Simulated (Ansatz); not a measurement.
Ansatz (a first-principles code) input for C2H11NSi2, SMILES [SiH3]N[SiH](C)C, B3LYP-D3(BJ)/def2-SVP. 

Ansatz 0.2 input:
```yaml
crystal:
  periodic: [false, false, false]
  atoms:
    - {symbol: Si, position_ang: [-0.84052778, -0.05483444, -0.48458850]}
    - {symbol: C, position_ang: [-1.89840817, 1.49292248, -0.78704462]}
    - {symbol: C, position_ang: [-1.47409065, -1.04351413, 1.00431857]}
    - {symbol: N, position_ang: [0.77408297, 0.49367750, -0.14780365]}
    - {symbol: Si, position_ang: [2.14738287, -0.40416009, 0.40529359]}
    - {symbol: H, position_ang: [-0.86029892, -0.91198972, -1.68679136]}
    - {symbol: H, position_ang: [-2.92720907, 1.22144059, -0.99919948]}
    - {symbol: H, position_ang: [-1.53137619, 2.06398563, -1.63438472]}
    - {symbol: H, position_ang: [-1.90377997, 2.15121769, 0.07667572]}
    - {symbol: H, position_ang: [-2.49858989, -1.37011597, 0.85439246]}
    - {symbol: H, position_ang: [-0.86708989, -1.92812342, 1.16673477]}
    - {symbol: H, position_ang: [-1.44462395, -0.45323124, 1.91546877]}
    - {symbol: H, position_ang: [0.99320344, 1.39658530, -0.53624391]}
    - {symbol: H, position_ang: [2.58248224, -1.39240393, -0.58953732]}
    - {symbol: H, position_ang: [3.20029041, 0.58743655, 0.63210386]}
    - {symbol: H, position_ang: [1.77743256, -1.09107074, 1.64189205]}
basis:
  gaussian:
    orbitals: def2-SVP
hamiltonian:
  xc: b3lyp
  dispersion: d3bj
relax: {f_tol: 0.002, max_steps: 200}
```

Log of the run:

```
WARN ansatz: RAYON_NUM_THREADS=2 ignored (pool sized by the plan → 2); use --threads N
Functional definition: B3LYP
integrals: 0.11 GiB planned
1433 factors; integrals over basis functions are off by at most 4.2e-4 eV
mean field: 0.78 GiB planned
mean field evaluation 1: about -19479.8786 eV, gradient 7.9e1 eV
mean field evaluation 2: about -19466.6168 eV, gradient 1.0e2 eV
mean field evaluation 4: about -19493.8262 eV, gradient 5.7e0 eV
mean field evaluation 8: about -19493.9108 eV, gradient 3.0e-2 eV
mean field -19493.91084126 eV, -716.3880099688 hartree, gradient 2.0e-5 eV, S^2 0.000000; 0 other end points of the search recorded, 0 dependent functions left out
the calculation of the forces begins
reference -19493.91114706 eV, -716.3880212067 hartree; 29, 29 occupied and 104, 104 virtual orbitals, 1433 factors
relax step   1: F+E_penalty+E_count = -19494.57158347 eV  Δ(F+E_penalty+E_count) = +0.000e0 eV  max|allowed force component| = 6.780e-1 eV/Å  Δτ_max = 0.0000 Å  (24 SCF iters, accepted)
these checks for a lower state are left out or cut short: starts, cluster_reference, orbital_swaps, neighbouring_geometries, increment
integrals: 0.11 GiB planned
1433 factors; integrals over basis functions are off by at most 4.4e-4 eV
mean field: 0.78 GiB planned
mean field evaluation 16: about -19493.9812 eV, gradient 2.7e0 eV
mean field -19494.00594149 eV, -716.3915048378 hartree, gradient 3.3e-5 eV, S^2 0.000000; 0 other end points of the search recorded, 0 dependent functions left out
the calculation of the forces begins
reference -19494.00625007 eV, -716.3915161782 hartree; 29, 29 occupied and 104, 104 virtual orbitals, 1433 factors
relax step   2: F+E_penalty+E_count = -19494.66153180 eV  Δ(F+E_penalty+E_count) = -8.995e-2 eV  max|allowed force component| = 3.824e-1 eV/Å  Δτ_max = 0.0743 Å  (25 SCF iters, accepted)
these checks for a lower state are left out or cut short: starts, cluster_reference, orbital_swaps, neighbouring_geometries, increment
integrals: 0.11 GiB planned
1433 factors; integrals over basis functions are off by at most 4.4e-4 eV
mean field: 0.78 GiB planned
mean field -19494.01327789 eV, -716.3917744458 hartree, gradient 3.3e-5 eV, S^2 0.000000; 0 other end points of the search recorded, 0 dependent functions left out
the calculation of the forces begins
reference -19494.01358701 eV, -716.3917858058 hartree; 29, 29 occupied and 104, 104 virtual orbitals, 1433 factors
relax step   3: F+E_penalty+E_count = -19494.66924782 eV  Δ(F+E_penalty+E_count) = -7.716e-3 eV  max|allowed force component| = 1.153e-1 eV/Å  Δτ_max = 0.0250 Å  (25 SCF iters, accepted)
these checks for a lower state are left out or cut short: starts, cluster_reference, orbital_swaps, neighbouring_geometries, increment
integrals: 0.11 GiB planned
1433 factors; integrals over basis functions are off by at most 4.3e-4 eV
mean field: 0.78 GiB planned
mean field -19494.01474747 eV, -716.3918284519 hartree, gradient 3.3e-5 eV, S^2 0.000000; 0 other end points of the search recorded, 0 dependent functions left out
the calculation of the forces begins
reference -19494.01505696 eV, -716.3918398254 hartree; 29, 29 occupied and 104, 104 virtual orbitals, 1433 factors
relax step   4: F+E_penalty+E_count = -19494.67058655 eV  Δ(F+E_penalty+E_count) = -1.339e-3 eV  max|allowed force component| = 2.813e-2 eV/Å  Δτ_max = 0.0280 Å  (24 SCF iters, accepted)
these checks for a lower state are left out or cut short: starts, cluster_reference, orbital_swaps, neighbouring_geometries, increment
integrals: 0.11 GiB planned
1433 factors; integrals over basis functions are off by at most 4.2e-4 eV
mean field: 0.78 GiB planned
mean field evaluation 32: about -19494.0075 eV, gradient 7.7e-2 eV
mean field -19494.01657899 eV, -716.3918957590 hartree, gradient 7.9e-5 eV, S^2 0.000000; 0 other end points of the search recorded, 0 dependent functions left out
the calculation of the forces begins
reference -19494.01689083 eV, -716.3919072187 hartree; 29, 29 occupied and 104, 104 virtual orbitals, 1433 factors
relax step   5: F+E_penalty+E_count = -19494.67424065 eV  Δ(F+E_penalty+E_count) = -3.654e-3 eV  max|allowed force component| = 7.780e-2 eV/Å  Δτ_max = 0.1292 Å  (23 SCF iters, accepted)
these checks for a lower state are left out or cut short: starts, cluster_reference, orbital_swaps, neighbouring_geometries, increment
integrals: 0.11 GiB planned
1433 factors; integrals over basis functions are off by at most 4.2e-4 eV
[...]
the calculation of the forces begins
reference -19494.01863005 eV, -716.3919711339 hartree; 29, 29 occupied and 104, 104 virtual orbitals, 1433 factors
relax step  35: F+E_penalty+E_count = -19494.68456688 eV  Δ(F+E_penalty+E_count) = -1.530e-4 eV  max|allowed force component| = 3.180e-2 eV/Å  Δτ_max = 0.0946 Å  (24 SCF iters, accepted)
these checks for a lower state are left out or cut short: starts, cluster_reference, orbital_swaps, neighbouring_geometries, increment
integrals: 0.11 GiB planned
1433 factors; integrals over basis functions are off by at most 6.5e-4 eV
mean field: 0.78 GiB planned
mean field -19494.01846869 eV, -716.3919652042 hartree, gradient 7.8e-6 eV, S^2 0.000000; 0 other end points of the search recorded, 0 dependent functions left out
the calculation of the forces begins
reference -19494.01878014 eV, -716.3919766495 hartree; 29, 29 occupied and 104, 104 virtual orbitals, 1433 factors
relax step  36: F+E_penalty+E_count = -19494.68467138 eV  Δ(F+E_penalty+E_count) = -1.045e-4 eV  max|allowed force component| = 1.617e-2 eV/Å  Δτ_max = 0.0125 Å  (21 SCF iters, accepted)
these checks for a lower state are left out or cut short: starts, cluster_reference, orbital_swaps, neighbouring_geometries, increment
integrals: 0.11 GiB planned
1433 factors; integrals over basis functions are off by at most 6.4e-4 eV
mean field: 0.78 GiB planned
mean field -19494.01836573 eV, -716.3919614202 hartree, gradient 2.6e-5 eV, S^2 0.000000; 0 other end points of the search recorded, 0 dependent functions left out
the calculation of the forces begins
reference -19494.01867679 eV, -716.3919728515 hartree; 29, 29 occupied and 104, 104 virtual orbitals, 1433 factors
relax step  37: F+E_penalty+E_count = -19494.68473164 eV  Δ(F+E_penalty+E_count) = -6.025e-5 eV  max|allowed force component| = 9.999e-3 eV/Å  Δτ_max = 0.0221 Å  (22 SCF iters, accepted)
these checks for a lower state are left out or cut short: starts, cluster_reference, orbital_swaps, neighbouring_geometries, increment
integrals: 0.11 GiB planned
1433 factors; integrals over basis functions are off by at most 6.4e-4 eV
mean field: 0.78 GiB planned
mean field -19494.01818233 eV, -716.3919546805 hartree, gradient 3.4e-5 eV, S^2 0.000000; 0 other end points of the search recorded, 0 dependent functions left out
the calculation of the forces begins
reference -19494.01849266 eV, -716.3919660850 hartree; 29, 29 occupied and 104, 104 virtual orbitals, 1433 factors
relax step  38: F+E_penalty+E_count = -19494.68477791 eV  Δ(F+E_penalty+E_count) = -4.627e-5 eV  max|allowed force component| = 9.641e-3 eV/Å  Δτ_max = 0.0444 Å  (23 SCF iters, accepted)
these checks for a lower state are left out or cut short: starts, cluster_reference, orbital_swaps, neighbouring_geometries, increment
integrals: 0.11 GiB planned
1433 factors; integrals over basis functions are off by at most 6.4e-4 eV
mean field: 0.78 GiB planned
mean field -19494.01811346 eV, -716.3919521497 hartree, gradient 2.3e-5 eV, S^2 0.000000; 0 other end points of the search recorded, 0 dependent functions left out
the calculation of the forces begins
reference -19494.01842338 eV, -716.3919635388 hartree; 29, 29 occupied and 104, 104 virtual orbitals, 1433 factors
relax step  39: F+E_penalty+E_count = -19494.68479435 eV  Δ(F+E_penalty+E_count) = -1.644e-5 eV  max|allowed force component| = 6.197e-3 eV/Å  Δτ_max = 0.0223 Å  (21 SCF iters, accepted)
these checks for a lower state are left out or cut short: starts, cluster_reference, orbital_swaps, neighbouring_geometries, increment
integrals: 0.11 GiB planned
1433 factors; integrals over basis functions are off by at most 6.3e-4 eV
mean field: 0.78 GiB planned
mean field evaluation 224: about -19494.0181 eV, gradient 2.2e-4 eV
mean field -19494.01811431 eV, -716.3919521807 hartree, gradient 2.2e-5 eV, S^2 0.000000; 0 other end points of the search recorded, 0 dependent functions left out
the calculation of the forces begins
reference -19494.01842404 eV, -716.3919635633 hartree; 29, 29 occupied and 104, 104 virtual orbitals, 1433 factors
relax step  40: F+E_penalty+E_count = -19494.68479896 eV  Δ(F+E_penalty+E_count) = -4.613e-6 eV  max|allowed force component| = 1.724e-3 eV/Å  Δτ_max = 0.0102 Å  (21 SCF iters, accepted)
these checks for a lower state are left out or cut short: starts, cluster_reference, orbital_swaps, neighbouring_geometries, increment
integrals: 0.11 GiB planned
1433 factors; integrals over basis functions are off by at most 6.4e-4 eV
mean field: 0.79 GiB planned
mean field -19494.01812887 eV, -716.3919527160 hartree, gradient 3.8e-5 eV, S^2 0.000000; 0 other end points of the search recorded, 0 dependent functions left out
the calculation of the forces begins
reference -19494.01843854 eV, -716.3919640959 hartree; 29, 29 occupied and 104, 104 virtual orbitals, 1433 factors
relax step  41: F+E_penalty+E_count = -19494.68479898 eV  Δ(F+E_penalty+E_count) = -2.093e-8 eV  max|allowed force component| = 2.070e-3 eV/Å  Δτ_max = 0.0043 Å  (19 SCF iters, accepted)
these checks for a lower state are left out or cut short: starts, cluster_reference, orbital_swaps, neighbouring_geometries, increment
integrals: 0.11 GiB planned
1433 factors; integrals over basis functions are off by at most 6.3e-4 eV
mean field: 0.78 GiB planned
mean field -19494.01812966 eV, -716.3919527449 hartree, gradient 1.6e-5 eV, S^2 0.000000; 0 other end points of the search recorded, 0 dependent functions left out
the calculation of the forces begins
reference -19494.01843936 eV, -716.3919641263 hartree; 29, 29 occupied and 104, 104 virtual orbitals, 1433 factors
relax step  42: F+E_penalty+E_count = -19494.68480038 eV  Δ(F+E_penalty+E_count) = -1.398e-6 eV  max|allowed force component| = 2.444e-4 eV/Å  Δτ_max = 0.0023 Å  (18 SCF iters, accepted)
integrals: 0.11 GiB planned
1433 factors; integrals over basis functions are off by at most 6.3e-4 eV
mean field: 0.78 GiB planned
mean field -19494.01812966 eV, -716.3919527449 hartree, gradient 1.6e-5 eV, S^2 0.000000; 1 other end points of the search recorded, 0 dependent functions left out
the calculation of the forces begins
reference -19494.01843936 eV, -716.3919641263 hartree; 29, 29 occupied and 104, 104 virtual orbitals, 1433 factors
Total energy: -19494.68511009 eV, -716.4164638235 hartree
Atom 0 at    -0.880933    -0.015013    -0.635342 Å, force    -0.000244     0.000087     0.000058 eV/Å
Atom 1 at    -1.933986     1.543251    -0.574923 Å, force    -0.000030     0.000153     0.000141 eV/Å
Atom 2 at    -1.318211    -1.187581     0.767850 Å, force     0.000005     0.000062    -0.000244 eV/Å
Atom 3 at     0.818060     0.388673    -0.477924 Å, force     0.000138    -0.000018     0.000134 eV/Å
Atom 4 at     2.020127    -0.267933     0.598641 Å, force     0.000225    -0.000115    -0.000110 eV/Å
Atom 5 at    -1.142025    -0.694087    -1.945595 Å, force     0.000093    -0.000153     0.000064 eV/Å
Atom 6 at    -3.002358     1.303457    -0.705903 Å, force     0.000032    -0.000023    -0.000034 eV/Å
Atom 7 at    -1.651205     2.247258    -1.375144 Å, force     0.000024     0.000017    -0.000021 eV/Å
Atom 8 at    -1.810651     2.061094     0.390158 Å, force    -0.000043     0.000018    -0.000041 eV/Å
Atom 9 at    -2.375247    -1.490729     0.696057 Å, force     0.000020    -0.000051     0.000026 eV/Å
Atom 10 at    -0.706684    -2.104069     0.738783 Å, force     0.000019    -0.000071     0.000038 eV/Å
Atom 11 at    -1.169393    -0.707529     1.748574 Å, force     0.000014     0.000039    -0.000051 eV/Å
Atom 12 at     1.185161     1.041697    -1.166703 Å, force    -0.000206     0.000019    -0.000080 eV/Å
Atom 13 at     2.277942    -1.725514     0.381913 Å, force    -0.000077    -0.000169    -0.000023 eV/Å
Atom 14 at     3.291396     0.475686     0.359951 Å, force     0.000083     0.000114     0.000057 eV/Å
Atom 15 at     1.626887    -0.110839     2.030892 Å, force    -0.000054     0.000091     0.000086 eV/Å
Dipole moment:    -0.094470     0.153438    -0.053586 e Å
```

Self-consistency was reached.

Cost: about 5 core-minutes (a rough figure).
